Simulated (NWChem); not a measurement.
System: C4H6O; SMILES C=C=COC

Input file for NWChem:

```
start job
memory heap 200 mb stack 900 mb global 1100 mb
geometry units angstroms noautosym nocenter noautoz
  C      0.387214    -2.185163     0.000000
  C     -0.259333    -1.047083     0.000000
  C     -0.954306     0.068788     0.000000
  O     -0.477142     1.349723     0.000000
  C      0.937978     1.476503     0.000000
  H      0.673035    -2.689219     0.924202
  H      0.673035    -2.689219    -0.924202
  H     -2.041299     0.065015     0.000000
  H      1.149265     2.547429     0.000000
  H      1.375597     1.009062     0.891780
  H      1.375597     1.009062    -0.891780
end
basis spherical
  C library 6-31g*
  O library 6-31g*
  H library 6-31g*
end
dft
  xc hfexch
  iterations 150
  mulliken
end
task dft energy
esp
  recalculate
  probe 0.07
  range 0.3
  factor 1.0
  spacing 0.02
end
task esp
```

Output (shortened):

```
             Northwest Computational Chemistry Package (NWChem) 7.3.0
             --------------------------------------------------------

                             Geometry "geometry" -> ""
                             -------------------------

 Output coordinates in angstroms (scale by  1.889725989 to convert to a.u.)

  No.       Tag          Charge          X              Y              Z
 ---- ---------------- ---------- -------------- -------------- --------------
    1 C                    6.0000     0.38721400    -2.18516300     0.00000000
    2 C                    6.0000    -0.25933300    -1.04708300     0.00000000
    3 C                    6.0000    -0.95430600     0.06878800     0.00000000
    4 O                    8.0000    -0.47714200     1.34972300     0.00000000
    5 C                    6.0000     0.93797800     1.47650300     0.00000000
    6 H                    1.0000     0.67303500    -2.68921900     0.92420200
    7 H                    1.0000     0.67303500    -2.68921900    -0.92420200
    8 H                    1.0000    -2.04129900     0.06501500     0.00000000
    9 H                    1.0000     1.14926500     2.54742900     0.00000000
   10 H                    1.0000     1.37559700     1.00906200     0.89178000
   11 H                    1.0000     1.37559700     1.00906200    -0.89178000

 Effective nuclear repulsion energy (a.u.)     159.4039292421

  xc_inp: hfexch multiplicative factor not found.

                                 NWChem DFT Module
                                 -----------------

 Summary of "ao basis" -> "ao basis" (spherical)
 ------------------------------------------------------------------------------
       Tag                 Description            Shells   Functions and Types
 ---------------- ------------------------------  ------  ---------------------
 C                           6-31g*                  6       14   3s2p1d
 O                           6-31g*                  6       14   3s2p1d
 H                           6-31g*                  2        2   2s

            General Information
            -------------------
          SCF calculation type: DFT
          Wavefunction type:  closed shell.
          No. of atoms     :    11
          No. of electrons :    38
           Alpha electrons :    19
            Beta electrons :    19
          Charge           :     0
          Spin multiplicity:     1
          Use of symmetry is: off; symmetry adaption is: off
          Maximum number of iterations: 150
          AO basis - number of functions:    82
                     number of shells:    42
          Convergence on energy requested:  1.00D-06
          Convergence on density requested:  1.00D-05
          Convergence on gradient requested:  5.00D-04

              XC Information
              --------------
                     Hartree-Fock (Exact) Exchange  1.000

      Superposition of Atomic Density Guess
      -------------------------------------

 Sum of atomic energies:        -228.38476406

      Non-variational initial energy
      ------------------------------

 Total energy =    -231.190261
 1-e energy   =    -623.968163
 2-e energy   =     233.373973
 HOMO         =      -0.236540
 LUMO         =       0.007421

     ---------------------------------------------
      Total Density - Mulliken Population Analysis
     ---------------------------------------------

    Atom       Charge   Shell Charges
 -----------   ------   -------------------------------------------------------
    1 C    6     6.56   2.00  0.73  1.95  0.64  1.21  0.03
    2 C    6     5.96   2.00  0.75  1.91  0.50  0.78  0.03
    3 C    6     5.89   2.00  0.69  1.76  0.50  0.87  0.06
    4 O    8     8.61   2.00  0.92  2.96  0.91  1.80  0.02
    5 C    6     6.25   2.00  0.70  1.85  0.63  1.01  0.05
    6 H    1     0.77   0.46  0.31
    7 H    1     0.77   0.46  0.31
    8 H    1     0.78   0.47  0.32
    9 H    1     0.79   0.48  0.31
   10 H    1     0.81   0.48  0.33
   11 H    1     0.81   0.48  0.33

   convergence    iter        energy       DeltaE   RMS-Dens  Diis-err
 ---------------- ----- ----------------- --------- --------- ---------
 d= 0,ls=0.0,diis     1   -229.6724483986 -3.89D+02  5.90D-03  3.69D-01
 d= 0,ls=0.0,diis     2   -229.7270558137 -5.46D-02  2.38D-03  4.44D-02
 d= 0,ls=0.0,diis     3   -229.7325792585 -5.52D-03  8.93D-04  8.18D-03
 d= 0,ls=0.0,diis     4   -229.7335978599 -1.02D-03  1.63D-04  1.50D-04
 d= 0,ls=0.0,diis     5   -229.7336240460 -2.62D-05  5.95D-05  2.31D-05
  Resetting Diis
 d= 0,ls=0.0,diis     6   -229.7336281218 -4.08D-06  1.96D-05  1.61D-06
 d= 0,ls=0.0,diis     7   -229.7336285622 -4.40D-07  5.91D-06  2.50D-07

         Total DFT energy =     -229.733628562201
      One electron energy =     -627.136838812616
           Coulomb energy =      269.052734954944
    Exchange-Corr. energy =      -31.053453946616
 Nuclear repulsion energy =      159.403929242087

 Numeric. integr. density =        0.000000000000

                       DFT Final Molecular Orbital Analysis
                       ------------------------------------

 Vector   17  Occ=2.000000D+00  E=-4.939460D-01
              MO Center=  3.1D-01,  9.8D-01,  2.3D-14, r^2= 2.4D+00
   Bfn.  Coefficient  Atom+Function         Bfn.  Coefficient  Atom+Function
  ----- ------------  ---------------      ----- ------------  ---------------
    47      0.393404   4 O  pz               51      0.309903   4 O  pz
    61     -0.308119   5 C  pz               33      0.200165   3 C  pz
    79     -0.186138  10 H  s                81      0.186138  11 H  s
    80     -0.172928  10 H  s                82      0.172928  11 H  s
    65     -0.152696   5 C  pz               37      0.126474   3 C  pz

 Vector   18  Occ=2.000000D+00  E=-3.795414D-01
              MO Center=  2.4D-02, -1.5D+00, -2.3D-16, r^2= 1.8D+00
   Bfn.  Coefficient  Atom+Function         Bfn.  Coefficient  Atom+Function
  ----- ------------  ---------------      ----- ------------  ---------------
     3      0.335875   1 C  px               17      0.320692   2 C  px
     7      0.265039   1 C  px               21      0.228721   2 C  px
     4      0.191892   1 C  py               18      0.173828   2 C  py
    22      0.164003   2 C  py                8      0.161210   1 C  py
    46      0.099078   4 O  py               75      0.080098   8 H  s

 Vector   19  Occ=2.000000D+00  E=-3.366489D-01
              MO Center= -4.1D-01, -3.9D-01,  2.3D-15, r^2= 2.5D+00
   Bfn.  Coefficient  Atom+Function         Bfn.  Coefficient  Atom+Function
  ----- ------------  ---------------      ----- ------------  ---------------
    19      0.365699   2 C  pz               23      0.324685   2 C  pz
    33      0.320146   3 C  pz               47     -0.303906   4 O  pz
    51     -0.281243   4 O  pz               37      0.237887   3 C  pz
    72     -0.106091   6 H  s                74      0.106091   7 H  s
     9     -0.100238   1 C  pz                5     -0.095668   1 C  pz

 Vector   20  Occ=0.000000D+00  E= 1.608227D-01
              MO Center= -9.0D-02, -1.2D+00,  5.0D-15, r^2= 3.2D+00
   Bfn.  Coefficient  Atom+Function         Bfn.  Coefficient  Atom+Function
  ----- ------------  ---------------      ----- ------------  ---------------
     7      0.568780   1 C  px               22     -0.422172   2 C  py
    76     -0.407089   8 H  s                48      0.397443   4 O  s
    21     -0.351631   2 C  px               36     -0.330152   3 C  py
    17     -0.296815   2 C  px                3      0.281500   1 C  px
     8      0.264932   1 C  py               34      0.228427   3 C  s

[...]

                     NWChem Electrostatic Potential Fit Module
                     -----------------------------------------

 Atom parameters

 Number of atoms is                                   11
 Number of basis functions is                         82

 Grid parameters

 Maximum number of grid points is                  43273
 Number of grid points is                          43272
 Grid range                                     0.300000 nm
 Grid spacing                                   0.020000 nm
 Probe radius                                   0.070000 nm
 Atom radius factor                             1.000000

 Atomic radii

    1    0.100000
    6    0.147000
    8    0.136000
 FASTESP  F
  using M.O. file = ./job.movecs

    Atom              Coordinates                           Charge

                                                  ESP

    1 C     0.038721   -0.218516    0.000000   -0.353907
    2 C    -0.025933   -0.104708    0.000000   -0.061194
    3 C    -0.095431    0.006879    0.000000    0.084947
    4 O    -0.047714    0.134972    0.000000   -0.377213
    5 C     0.093798    0.147650    0.000000    0.263153
    6 H     0.067304   -0.268922    0.092420    0.160339
    7 H     0.067304   -0.268922   -0.092420    0.161034
    8 H    -0.204130    0.006502    0.000000    0.111783
    9 H     0.114927    0.254743    0.000000   -0.003792
   10 H     0.137560    0.100906    0.089178    0.007779
   11 H     0.137560    0.100906   -0.089178    0.007071
                                            ------------
                                                0.000000

 Dipole moment                                  0.496273

 Quadrupole moment Qxx                          3.301304
                   Qyy                         -1.465290
                   Qzz                         -1.836014

 RMS deviation kJ/mol                           0.066325

 RRMS %                                        45.306261
```

Level: Hartree-Fock/6-31G* (spherical d). The geometry was optimised at B3LYP/6-31G* (spherical d).
